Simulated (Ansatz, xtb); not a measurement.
# C2H6FNSi2: which of two isomers lies lower

We compare X, `C#C[SiH2]N[SiH2]F`, a singlet, with Y, `N#C[SiH2]C[SiH2]F`, a singlet. Both are isolated molecules in the gas phase, relaxed with PBE-D3(BJ)/def2-SVP; each stands in its lowest conformer found.

**Question.** Which of the two would you expect CCSD(T)/def2-SVP + ΔMP2/def2-TZVPP electronic energies to favour?

**Answer.** Structure Y; the calculation gives E(Y) − E(X) = −0.137 eV.

The same difference at several levels:

| level | geometry | E(Y) − E(X) (eV) | departure from the last row (eV) | job, with rough time for the two |
| --- | --- | --- | --- | --- |
| PBE-D3(BJ)/def2-SVP | PBE-D3(BJ)/def2-SVP | −0.415 | −0.278 | optimisation, 71 s |
| HF/def2-SVP | PBE-D3(BJ)/def2-SVP | −0.218 | −0.081 | part of the CCSD(T) run |
| MP2/def2-SVP | PBE-D3(BJ)/def2-SVP | −0.406 | −0.269 | part of the CCSD(T) run |
| CCSD(T)/def2-SVP | PBE-D3(BJ)/def2-SVP | −0.416 | −0.279 | single point |
| CCSD(T)/def2-SVP + ΔMP2/def2-TZVPP | PBE-D3(BJ)/def2-SVP | −0.137 |  | single point, 70 s |

As drawn, Y has 1 C≡N, 2 C–Si, 1 C–H in place of 1 C≡C, 2 N–Si, 1 N–H.

None of the levels shown reverses the order. The largest departure from CCSD(T)/def2-SVP + ΔMP2/def2-TZVPP is that of CCSD(T)/def2-SVP, 0.279 eV. Levels run at GFN2-xTB geometries aren't shown. The last row adds to CCSD(T) the change of the MP2 difference between the two basis sets, here +0.279 eV, a large step that makes the value less sure.

With thermal terms from frequencies at re-optimised GFN2-xTB minima (ideal gas, soft modes damped towards free rotors, one conformer each, 298.15 K, 1 atm): on the last row, ΔE + ΔZPE = −0.107, ΔH = −0.122, ΔG = −0.092 eV.

The correlated steps freeze 14 core orbitals. Run with Ansatz 0.2.0, xtb 6.7.1; the last row on 2 threads of Intel(R) Xeon(R) Processor @ 2.70GHz on a shared host.
